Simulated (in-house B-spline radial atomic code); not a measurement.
How numerical settings move a run on Ca III (Ca2+), [Ne] 3s2 3p6. Computed with an all-electron radial atomic-structure program (B-spline basis): non-relativistic TPSS, spherical fractional occupations, point nucleus.

Command:
```bash
python run_scf.py task.json out
```
Settings of the sound reference run:
```
Z                20
electrons        18
configuration    [Ne] 3s2 3p6
hamiltonian      nr
method           tpss,tpss
spin_polarised   False
knot_spacing     0.22
spline_order     8
gauss_points     12
box_radius       22.22
max_iterations   70
damping          0.5
damped_steps     3
diis_vectors     10
tolerance        1e-08
start            Thomas-Fermi
```

Run time, properties included: 0.24 s on 1 thread of Arm Neoverse N1, with other jobs on the host.

It converges in 7 iterations to -676.936229 hartree, with 3p at -43.2857 eV. The other runs change the listed settings, some to values that make no sense; their results aren't properties of the atom or ion. Radii are in bohr (the nuclear one in fm), a minus after a letter asks for a j subshell, and «unchanged» means within 1e-8 hartree. The run stops when the residual is below 10 × tolerance × max(1, Z/10), or a noise floor if that is larger, and the energy moves by less than 1e-8 × √|E| hartree; so very loose and very tight tolerances often act alike.

```tsv
changed settings	outcome
first_knot = 5e-06	converged in 4 iterations, energy +1.88e-06 hartree from the reference, 3p level +2.6e-04 eV
knot_spacing = 1	converged in 7 iterations, energy +1.76e+00 hartree from the reference, 3p level -3.6e-01 eV (the program warns: 3p reaches the box edge; 2s reaches the box edge)
damped_steps = 8	converged in 11 iterations, energy unchanged, 3p level +5.1e-06 eV
hamiltonian = dirac, method = revtpss,revtpss, nucleus = fermi, rms_radius = 3.4776, mass_number = 40, atomic_mass = 39.96259, speed_of_light = 137.036	stopped with error: meta-GGAs are not served with the Dirac Hamiltonian
first_knot = 0.05	converged in 7 iterations, energy -1.53e-06 hartree from the reference, 3p level +9.4e-05 eV
electrons = 19, configuration = [Ne] 3s2 3p6 4p-1, max_iterations = 50	stopped with error: j subshells need the Dirac Hamiltonian and l > 0
first_knot = 0.0005, max_iterations = 100, damping = 0.2, tolerance = 0.001, start = bare nucleus	converged in 4 iterations, energy +3.92e-07 hartree from the reference, 3p level +1.4e-04 eV
first_knot = 0.005	converged in 7 iterations, energy -5.21e-06 hartree from the reference, 3p level +3.7e-05 eV
box_radius = 6.67, max_iterations = 75, damped_steps = 0	converged in 6 iterations, energy +1.26e-06 hartree from the reference, 3p level +1.8e-04 eV (the program warns: 3p reaches the box edge)
knot_spacing = 1, first_knot = 0.005, max_iterations = 5	not converged after 5 iterations, last residual 1.0e-04, last energy +1.61e+00 hartree from the reference
knot_spacing = 0.3	converged in 8 iterations, energy +2.90e-04 hartree from the reference, 3p level -3.0e-03 eV
knot_spacing = 0.4	converged in 8 iterations, energy +7.19e-04 hartree from the reference, 3p level +2.0e-03 eV
knot_spacing = 0.1	converged in 7 iterations, energy -3.02e-05 hartree from the reference, 3p level +6.6e-06 eV
spline_order = 7, first_knot = 0.015, max_iterations = 100, tolerance = 1e-05, start = bare nucleus	converged in 5 iterations, energy -4.90e-06 hartree from the reference, 3p level +7.6e-05 eV
first_knot = 5e-05	converged in 5 iterations, energy -6.94e-06 hartree from the reference, 3p level +5.2e-05 eV
knot_spacing = 2	converged in 8 iterations, energy +4.30e+01 hartree from the reference, 3p level -3.8e+00 eV (the program warns: 3p reaches the box edge; 1s reaches the box edge)
knot_spacing = 0.75	converged in 8 iterations, energy +3.49e-01 hartree from the reference, 3p level -4.2e-02 eV (the program warns: 3s reaches the box edge)
damped_steps = 1	converged in 6 iterations, energy unchanged, 3p level +6.2e-06 eV
```

(1) What happens with first_knot = 0.0005?

(2) What happens with first_knot = 0.15?

(3) What happens with damped_steps = 30?

(4) What happens with knot_spacing = 0.55?

## Answers

(1) Converged in 6 iterations, energy +3.89e-07 hartree from the reference, 3p level +8.4e-05 eV.

(2) Converged in 7 iterations, energy +1.04e-03 hartree from the reference, 3p level +7.1e-05 eV.

(3) Converged in 15 iterations, energy unchanged, 3p level +5.2e-06 eV.

(4) Converged in 8 iterations, energy +9.17e-03 hartree from the reference, 3p level +2.2e-03 eV.
